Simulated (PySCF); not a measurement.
PySCF job for Al(H)2(SH) (AlH3S), SMILES [AlH2][SH], ADC(2)/aug-cc-pVDZ. Geometry optimised at PBE0-D3(BJ)/def2-TZVP.

```python
import numpy as np
from pyscf import gto, scf, dft, adc

mol = gto.M(
    atom='''
    Al   -0.00478755    1.11632363   -0.00000000
    H     1.37727053    1.87906059    0.00000000
    H    -1.41923741    1.82177005    0.00000000
    S     0.08474059   -1.06299923    0.00000000
    H    -1.25164442   -1.20505015   -0.00000000
    ''',
    basis='aug-cc-pVDZ',
    charge=0,
    spin=0,
    max_memory=1600,
    verbose=4,
)
mf = scf.RHF(mol)
mf.conv_tol = 1e-10
mf.max_cycle = 100
mf.kernel()
res = {}
for kind, nroots in (('ee', 6), ('ip', 6), ('ea', 2)):
    a = adc.ADC(mf).density_fit('aug-cc-pvdz-ri')
    a.method, a.method_type = 'adc(2)', kind
    e, v, p, x = a.kernel(nroots=nroots)
    res[kind] = (e * 27.211386245988, p)
for kind, (e, p) in res.items():
    print(kind, 'energies / eV', np.round(e, 3), 'strengths', np.round(p, 4))
```

Program output:

```
PySCF version 2.14.0

[INPUT] verbose = 4
[INPUT] num. atoms = 5
[INPUT] num. electrons = 32
[INPUT] charge = 0
[INPUT] spin (= nelec alpha-beta = 2S) = 0
[INPUT] symmetry False subgroup None
[INPUT] Mole.unit = angstrom
[INPUT] Symbol           X                Y                Z      unit          X                Y                Z       unit  Magmom
[INPUT]  1 Al    -0.004787550000   1.116323630000   0.000000000000 AA   -0.009047158308   2.109545927080   0.000000000000 Bohr   0.0
[INPUT]  2 H      1.377270530000   1.879060590000   0.000000000000 AA    2.602664101135   3.550909886564   0.000000000000 Bohr   0.0
[INPUT]  3 H     -1.419237410000   1.821770050000   0.000000000000 AA   -2.681970010637   3.442646456435   0.000000000000 Bohr   0.0
[INPUT]  4 S      0.084740590000  -1.062999230000   0.000000000000 AA    0.160136506734  -2.008777415324   0.000000000000 Bohr   0.0
[INPUT]  5 H     -1.251644420000  -1.205050150000   0.000000000000 AA   -2.365265159140  -2.277214749866   0.000000000000 Bohr   0.0

nuclear repulsion = 73.8162214393395
number of shells = 31
number of NR pGTOs = 133
number of NR cGTOs = 81
basis = aug-cc-pVDZ
ecp = {}


[settings echo left out]
init E= -641.019665918852
  HOMO = -0.331681140354563  LUMO = 0.00295300533067078  gap/eV = 9.10586
cycle= 1 E= -641.200239602404  delta_E= -0.181  |g|= 0.248  |ddm|= 1.58
  HOMO = -0.373712988749773  LUMO = 0.0152343021142358  gap/eV = 10.58379
cycle= 2 E= -641.228242404792  delta_E= -0.028  |g|= 0.0845  |ddm|= 0.423
  HOMO = -0.392103851488232  LUMO = 0.0224960626697355  gap/eV = 11.28184
cycle= 3 E= -641.231259465201  delta_E= -0.00302  |g|= 0.0242  |ddm|= 0.13
  HOMO = -0.38576035419708  LUMO = 0.0230784400932196  gap/eV = 11.12507
cycle= 4 E= -641.231662218657  delta_E= -0.000403  |g|= 0.00442  |ddm|= 0.0562
  HOMO = -0.386901135230541  LUMO = 0.0228498131822827  gap/eV = 11.14989
cycle= 5 E= -641.231678648931  delta_E= -1.64e-05  |g|= 0.00134  |ddm|= 0.00802
  HOMO = -0.386638261504973  LUMO = 0.0228567195320033  gap/eV = 11.14293
cycle= 6 E= -641.231680399254  delta_E= -1.75e-06  |g|= 0.000336  |ddm|= 0.00265
  HOMO = -0.386712965834093  LUMO = 0.022861916033301  gap/eV = 11.14510
cycle= 7 E= -641.23168050728  delta_E= -1.08e-07  |g|= 3.9e-05  |ddm|= 0.000952
  HOMO = -0.386706699240772  LUMO = 0.0228618247168599  gap/eV = 11.14493
cycle= 8 E= -641.231680508818  delta_E= -1.54e-09  |g|= 9.01e-06  |ddm|= 8.74e-05
  HOMO = -0.3867072549998  LUMO = 0.0228620477689869  gap/eV = 11.14495
cycle= 9 E= -641.231680508909  delta_E= -9.05e-11  |g|= 2.31e-06  |ddm|= 2.5e-05
  HOMO = -0.38670733871724  LUMO = 0.0228619580286238  gap/eV = 11.14495
Extra cycle  E= -641.231680508916  delta_E= -7.28e-12  |g|= 1.11e-06  |ddm|= 4.34e-06
converged SCF energy = -641.231680508916

******** <class 'pyscf.adc.radc.RADC'> ********
******** ADC Orbital Information ********
Number of Frozen Occupied Orbitals: 0
Number of Frozen Virtual Orbitals: 0
Number of Active Occupied Orbitals: 16
Number of Active Virtual Orbitals: 65
*****************************************
******** <class 'pyscf.df.df.DF'> ********
auxbasis = aug-cc-pvdz-ri
Reference correlation energy (doubles): -0.23213925
MP2 correlation energy of reference state (a.u.) = -0.23213925

******** <class 'pyscf.adc.radc_ee.RADCEE'> ********
max_space = 12
max_cycle = 50
conv_tol = 1e-08

*************************************************************
        ADC calculation summary (singlet states only)
*************************************************************
adc(2) root 0  |  Energy (Eh) =   0.2154832812  |  Energy (eV) =   5.86359875  |  Osc. strength = 0.10808286  |  conv = True
adc(2) root 1  |  Energy (Eh) =   0.2306315544  |  Energy (eV) =   6.27580426  |  Osc. strength = 0.00365769  |  conv = True
adc(2) root 2  |  Energy (Eh) =   0.2337680988  |  Energy (eV) =   6.36115398  |  Osc. strength = 0.04920761  |  conv = True
adc(2) root 3  |  Energy (Eh) =   0.2406248429  |  Energy (eV) =   6.54773549  |  Osc. strength = 0.02456073  |  conv = True
adc(2) root 4  |  Energy (Eh) =   0.2593968653  |  Energy (eV) =   7.05854823  |  Osc. strength = 0.07222749  |  conv = True
adc(2) root 5  |  Energy (Eh) =   0.2773513805  |  Energy (eV) =   7.54711548  |  Osc. strength = 0.11334074  |  conv = True

******** <class 'pyscf.adc.radc.RADC'> ********
******** ADC Orbital Information ********
Number of Frozen Occupied Orbitals: 0
Number of Frozen Virtual Orbitals: 0
Number of Active Occupied Orbitals: 16
Number of Active Virtual Orbitals: 65
*****************************************
******** <class 'pyscf.df.df.DF'> ********
auxbasis = aug-cc-pvdz-ri
Reference correlation energy (doubles): -0.23213925
MP2 correlation energy of reference state (a.u.) = -0.23213925

******** <class 'pyscf.adc.radc_ip.RADCIP'> ********
max_space = 12
max_cycle = 50
conv_tol = 1e-08

*************************************************************
        ADC calculation summary (doublet states only)
*************************************************************
adc(2) root 0  |  Energy (Eh) =   0.3611780834  |  Energy (eV) =   9.82815625  |  Spec. factor = 1.81090817  |  conv = True
adc(2) root 1  |  Energy (Eh) =   0.3974864628  |  Energy (eV) =  10.81615758  |  Spec. factor = 1.81408075  |  conv = True
adc(2) root 2  |  Energy (Eh) =   0.4218000088  |  Energy (eV) =  11.47776286  |  Spec. factor = 1.85640806  |  conv = True
adc(2) root 3  |  Energy (Eh) =   0.4986223690  |  Energy (eV) =  13.56820576  |  Spec. factor = 1.80461220  |  conv = True
adc(2) root 4  |  Energy (Eh) =   0.5469105804  |  Energy (eV) =  14.88219492  |  Spec. factor = 1.81743385  |  conv = True
adc(2) root 5  |  Energy (Eh) =   0.7984317456  |  Energy (eV) =  21.72643444  |  Spec. factor = 0.00835559  |  conv = True

******** <class 'pyscf.adc.radc.RADC'> ********
******** ADC Orbital Information ********
Number of Frozen Occupied Orbitals: 0
Number of Frozen Virtual Orbitals: 0
Number of Active Occupied Orbitals: 16
Number of Active Virtual Orbitals: 65
*****************************************
******** <class 'pyscf.df.df.DF'> ********
auxbasis = aug-cc-pvdz-ri
Reference correlation energy (doubles): -0.23213925
MP2 correlation energy of reference state (a.u.) = -0.23213925

******** <class 'pyscf.adc.radc_ea.RADCEA'> ********
max_space = 12
max_cycle = 50
conv_tol = 1e-08

*************************************************************
        ADC calculation summary (doublet states only)
*************************************************************
adc(2) root 0  |  Energy (Eh) =   0.0050493816  |  Energy (eV) =   0.13740067  |  Spec. factor = 1.93487005  |  conv = True
adc(2) root 1  |  Energy (Eh) =   0.0236546700  |  Energy (eV) =   0.64367636  |  Spec. factor = 1.97043937  |  conv = True
ee energies / eV [5.864 6.276 6.361 6.548 7.059 7.547] strengths [0.1081 0.0037 0.0492 0.0246 0.0722 0.1133]
ip energies / eV [ 9.828 10.816 11.478 13.568 14.882 21.726] strengths [1.8109 1.8141 1.8564 1.8046 1.8174 0.0084]
ea energies / eV [0.137 0.644] strengths [1.9349 1.9704]
```

Self-consistency was reached.
